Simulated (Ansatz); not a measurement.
SnSe4, relaxed as a singlet with RKS PBE-D4/def2-SVP in Ansatz, starting from the GFN1-xTB geometry. Force threshold 0.02 eV/Å.

In the def2 sets Sn takes a core potential; there is no spin–orbit coupling. The structure comes from a short search, and lower isomers may exist.

Start:

Cartesian coordinates in Å:
```
Sn 0.436 1.081 -1.030
Se -1.137 0.654 1.183
Se 1.015 -0.513 1.437
Se 1.629 -1.208 -0.702
Se -1.943 -0.015 -0.888
```

Question: Estimate the energy that the relaxation releases and the steps that it takes.

Answer: 0.51 eV, in 15 steps; 27 s on 4 threads of Arm Neoverse V2 on a shared host. No frequencies were taken in this run, so the end may be a saddle point.

Question: Does the start keep its bonding?

Answer: Bonds lost: Sn1–Se3 (atoms count from 1). The end is the same structure that another start reached, the lowest one found.

Question: Predict the relaxed structure.

Answer: 
```csv
atom,x (Å),y (Å),z (Å)
Sn1,0.279,1.065,-1.479
Se2,-0.861,0.761,1.154
Se3,0.746,-1.003,1.543
Se4,1.935,-0.853,-0.493
Se5,-2.099,0.031,-0.725
```
Bond lengths: 3 × Se–Sn 2.70 to 2.88 Å; 3 × Se–Se 2.36 to 2.42 Å.
